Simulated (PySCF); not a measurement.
**Electronic structure of C (carbon, neutral) at the TPSSh level**

Configuration: [He] 2s1 2p3, high-spin 5S determinant (an excited configuration). All numbers are calculated (PySCF 2.14, the non-relativistic Hamiltonian (point nucleus), in aug-cc-pVDZ).

| Item | Value |
| --- | --- |
| Total energy | -37.6955 hartree |
| One-electron energy | -50.2058 hartree |
| Hartree (Coulomb) energy | 17.8570 hartree |
| Exchange-correlation energy | -5.3466 hartree |
| Kinetic energy | 37.55602 hartree |
| ⟨S²⟩ | 6.0000 |
| ⟨L²⟩ | 0.000 |
| Sum of ⟨r⟩ | 7.156 bohr |
| Sum of ⟨r²⟩ | 14.08 bohr² |
| Density at the nucleus (Gaussians lack the cusp) | 119 bohr⁻³ |
| Spin density at the nucleus | 2.78 bohr⁻³ |
| Langevin diamagnetic susceptibility | -11.2 ×10⁻⁶ cm³/mol |

```json
{"shell": "1s α", "electrons": "1", "mean orbital energy (eV)": "-279.08", "rms radius, mean of both spins (bohr)": "0.313"}
{"shell": "1s β", "electrons": "1", "mean orbital energy (eV)": "-277.04", "rms radius, mean of both spins (bohr)": "0.313"}
{"shell": "2s α", "electrons": "1", "mean orbital energy (eV)": "-16.892", "rms radius, mean of both spins (bohr)": "1.68"}
{"shell": "2p α", "electrons": "3", "mean orbital energy (eV)": "-7.503", "rms radius, mean of both spins (bohr)": "1.92"}
```
